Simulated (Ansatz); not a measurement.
A structure relaxed at r2SCAN-D4/def2-SVP in Ansatz, charge 0, singlet:

```
atom    x (Å)    y (Å)    z (Å)
 Si1  -0.3770  -0.4903  -0.6020
  N2   0.2063   1.0837  -0.8378
  C3   0.5988   2.1966  -1.0796
  S4   1.1129   3.6460  -1.3839
  N5  -0.0993  -0.9458   1.0070
  C6   0.0624  -1.3372   2.1347
  S7   0.2778  -1.8371   3.6049
 Cl8   0.5985  -1.7745  -1.8534
 Cl9  -2.3804  -0.5414  -0.9898
```

Question: Give its formula, name or SMILES and point group.

Answer: Si(NCS)2Cl2 (SiC2S2N2Cl2). Point group C2v (tolerance 0.1 Å).

Question: Summarise the bond lengths by kind (pairs closer than 1.2 times the sum of covalent radii, bridged metal pairs left out).

Answer: 2 × N–Si 1.70 Å; 2 × Cl–Si 2.04 Å; 2 × C–N 1.20 Å; 2 × C–S 1.57 Å.
